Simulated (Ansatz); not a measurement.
Consider the hydrogen abstraction from the Si–H bond: `C[SiH](F)F` + `[CH3]`• → `C[Si](F)F`• + CH₄.

Isolated molecules relaxed with PBE0-D4/def2-TZVP in Ansatz; ΔE leaves out vibrations. CCSD(T)/CBS is the MP2 limit (def2-TZVPP, def2-QZVPP) plus CCSD(T) − MP2 in def2-TZVPP, frozen cores. This one scheme is used for every species. DFT in def2-TZVPP. Open shells (•) are unrestricted, without spin–orbit coupling.

CCSD(T)/CBS gives -41.6 kJ/mol.

Another level gave -56.2 kJ/mol. Which?
A. r2SCAN0/def2-TZVPP
B. PBE/def2-TZVPP
C. BLYP-D4/def2-TZVPP
D. B2PLYP/def2-TZVPP

C. BLYP-D4 -56.2, r2SCAN0 -40.9, B2PLYP -45.9, PBE -66.1 kJ/mol.

Largest T1 diagnostic among the species: 0.013.

From r2SCAN to r2SCAN0 (25 % exact exchange), in def2-TZVPP and without D4, ΔE moves by +5.2 kJ/mol. In def2-TZVPP, CCSD(T) changes the Hartree–Fock value by −27.5 kJ/mol (the triples alone add −4.5 kJ/mol) and MP2 by −36.2 kJ/mol. Leaving LDA and LC-ωPBE aside and taking each functional with its dispersion term where it has one, the values, not all of them listed here, spread over 31.5 kJ/mol, from PBE-D4 to BHLYP-D4. LDA lies −13.8 kJ/mol from PBE without D4.
